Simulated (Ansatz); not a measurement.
`O[B](I)[Zn][SH]`, charge 0, multiplicity 1.

Question: Give a relaxed structure at PBE0-D4/def2-TZVP (Ansatz). (Estimate.)

Answer: Ansatz gave: 
Cartesian coordinates in Å:
```
O 1.880 0.270 1.116
B 0.968 -0.218 0.267
I 1.529 -1.943 -0.956
Zn -0.932 0.521 0.009
S -2.958 1.252 -0.314
H 2.728 -0.191 1.117
H -3.214 0.310 -1.239
```
Point group Cs.
